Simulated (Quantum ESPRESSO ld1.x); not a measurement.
Species: Ar3+. Configuration: [Ne] 3s2 3p3. Method: scalar-relativistic Kohn-Sham, LDA (Slater exchange, Perdew-Zunger correlation), spin-polarised, spherical densities, point nucleus; open shells are filled with parallel spins first; computed with ld1.x of Quantum ESPRESSO 7.5.

Normalised radial functions P(r) = r R(r), r in bohr:

r	2s down	3s up	3p down
0.00808	0.2994	0.1098	0.0041
0.01149	0.3981	0.1459	0.0079
0.01634	0.5144	0.1884	0.0152
0.02342	0.6395	0.2340	0.0292
0.03329	0.7398	0.2699	0.0539
0.04734	0.7672	0.2781	0.0959
0.06786	0.6425	0.2284	0.1644
0.09648	0.2939	0.0941	0.2591
0.1372	-0.2967	-0.1288	0.3688
0.1951	-1.0033	-0.3798	0.4509
0.2796	-1.5376	-0.5119	0.4246
0.3976	-1.5656	-0.3415	0.2068
0.5653	-1.0943	0.1590	-0.2070
0.8103	-0.4781	0.7499	-0.6739
1.152	-0.1191	0.9851	-0.9042
1.638	-0.0137	0.7270	-0.7615
2.329	-0.0005	0.2991	-0.4000
3.339	0.0000	0.0567	-0.1117
4.748	0.0000	0.0041	-0.0141

2s down: eigenvalue -343.22 eV, 1 radial node at r = 0.117 bohr, <r> = 0.415 bohr, 90 % of the charge inside 0.647 bohr. 3s up: eigenvalue -67.010 eV, 2 radial nodes at r = 0.114, 0.514 bohr, <r> = 1.29 bohr, 90 % of the charge inside 1.91 bohr. 3p down (empty): eigenvalue -47.614 eV, 1 radial node at r = 0.482 bohr, <r> = 1.41 bohr, 90 % of the charge inside 2.15 bohr.
